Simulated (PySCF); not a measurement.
Cl$_{2}$CrO$_{2}$, singlet, at a GFN2-xTB geometry (such geometries of metal compounds can be far from the true shape). Base run: PySCF with HF/STO-3G.

The PySCF input:
```python
from pyscf import gto, scf

mol = gto.Mole()
mol.atom = '''
    Cr    0.36161990   -0.06306063    0.11655214
    O     1.44045237   -0.59234025   -0.86408389
    O     0.79045337    0.20330658    1.58311746
    Cl   -0.38616068    1.66825371   -0.64495912
    Cl   -1.17419951   -1.39615227    0.14204619
'''
mol.basis = 'sto-3g'
mol.verbose = 4
mol.build()

mf = scf.RHF(mol)
mf.kernel()
```

The base run was repeated with changes; each row names its change, and settings that it needs were set with it.

```tsv
change	ΔE vs base (mEh)	SCF cycles	outcome
base	0.000	16	converged
solver = newton	0.000	-	converged
diis = off (with mf.max_cycle = 100)	-	100	not converged
init_guess = 1e	0.000	23	converged
conv_tol = 1e-4	0.009	9	converged
solver = newton; init_guess = 1e	0.000	-	converged
diis_space = 12	0.000	16	converged
damp = 0.5; diis_start_cycle = 5	0.000	21	converged
level_shift = 0.1 (with mf.max_cycle = 100)	0.000	17	converged
conv_tol = 1e-11	0.000	19	converged
level_shift = 0.5 (with mf.max_cycle = 100)	0.000	22	converged
diis_space = 4	0.000	20	converged
level_shift = 1.0 (with mf.max_cycle = 100)	0.000	27	converged
```
